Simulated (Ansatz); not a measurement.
BMe2(nacnacH) (C₅H₁₁BN₂). Charge 0, multiplicity 3. Geometry PBE-D4/def2-SVP, that of the neutral singlet; atoms count from 1.

Cartesian coordinates in Å:
```
B -0.1896 -0.5272 0.3017
C 0.7200 -1.2986 1.4082
H 1.7036 -0.8085 1.5789
H 0.9243 -2.3516 1.1106
H 0.2062 -1.3571 2.3941
C -1.6323 -1.2317 0.0388
H -2.2452 -0.6953 -0.7184
H -2.2378 -1.2893 0.9712
H -1.5189 -2.2816 -0.3136
N 0.6115 -0.4002 -1.0682
C 0.9899 0.7177 -1.6679
C 0.7167 1.9921 -1.1401
C 0.0136 2.0666 0.0753
N -0.3961 0.9919 0.7309
H 0.8622 -1.2730 -1.5388
H 1.5417 0.6304 -2.6215
H 1.0427 2.8994 -1.6597
H -0.2136 3.0558 0.5127
H -0.8987 1.1602 1.6056
```

At PBE0-D4/def2-TZVP a singlet of charge 0 lies 2.28 eV below the triplet at the same geometry.

Estimate the Mulliken populations from the PBE0/def2-TZVP orbitals of Ansatz.


```csv
atom,charge (e),spin (α − β)
B1,0.12,-0.07
C2,-0.43,0.08
H3,0.12,0.00
H4,0.11,0.00
H5,0.11,0.00
C6,-0.43,0.08
H7,0.12,0.00
H8,0.11,0.00
H9,0.11,0.00
N10,-0.19,0.46
C11,-0.18,0.34
C12,-0.01,0.43
C13,-0.18,0.34
N14,-0.19,0.46
H15,0.22,-0.02
H16,0.12,-0.03
H17,0.14,-0.02
H18,0.12,-0.03
H19,0.22,-0.02
```
Mulliken values depend strongly on the basis.

Where does the spin sit?

Summed by element: B -0.07, C 1.27, H -0.11, N 0.92, of 2 unpaired in all. Largest on single atoms: N10 0.46, N14 0.46, C12 0.43.

And the Mayer bond orders between heavy atoms (over 0.3)?

B1–C2 0.98 (1.63 Å); B1–C6 0.98 (1.63 Å); B1–N10 0.80 (1.59 Å); B1–N14 0.80 (1.59 Å); N10–C11 1.33 (1.32 Å); C11–C12 1.33 (1.41 Å); C12–C13 1.33 (1.41 Å); C13–N14 1.33 (1.32 Å).
